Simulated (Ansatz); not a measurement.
trans-NiH2(PH3)2 (NiP₂H₈), relaxed as a singlet with RKS PBE-D4/def2-SVP in Ansatz, starting from the GFN2-xTB geometry. Force threshold 0.02 eV/Å.

Start:

```csv
atom,x (Å),y (Å),z (Å)
Ni1,0.001,-0.010,-0.022
H2,-0.083,-0.664,-1.359
P3,0.507,-1.848,0.869
H4,0.133,-2.200,2.154
H5,1.862,-2.060,1.044
H6,0.235,-3.089,0.317
H7,0.085,0.645,1.320
P8,-0.507,1.844,-0.878
H9,-0.054,3.060,-0.397
H10,-1.853,2.157,-0.833
H11,-0.326,2.165,-2.213
```

Task: Estimate the energy that the relaxation releases and the steps that it takes.

Result: 4.8 kcal/mol, in 21 steps; 24 s on 2 threads of Intel Xeon 6975P-C on a shared host. The force fell under the threshold at step 4, but the optimiser went on and released 0.014 eV more. No frequencies were taken in this run, so the end may be a saddle point.

Task: Does the start keep its bonding and symmetry?

Result: By distances, no bond broke or formed. The bond that changes most is P3–H5, from 1.38 to 1.44 Å (atoms count from 1). Point group C2 at the start, C2v at the end, both within 0.05 Å; within 0.015 Å the end is C2.

Task: Predict the relaxed structure.

Result: 
```xyz
11

Ni   -0.006   -0.074   -0.153
H    -0.074   -0.734   -1.508
P     0.538   -1.833    0.837
H    -0.288   -2.278    1.923
H     1.775   -1.835    1.566
H     0.709   -3.122    0.225
H     0.063    0.594    1.218
P    -0.541    1.811   -0.883
H     0.353    2.907   -0.638
H    -1.711    2.433   -0.331
H    -0.819    2.132   -2.256
```
Bond lengths: 2 × Ni–P 2.09 Å; 6 × H–P 1.44 Å; 2 × H–Ni 1.51 to 1.53 Å.
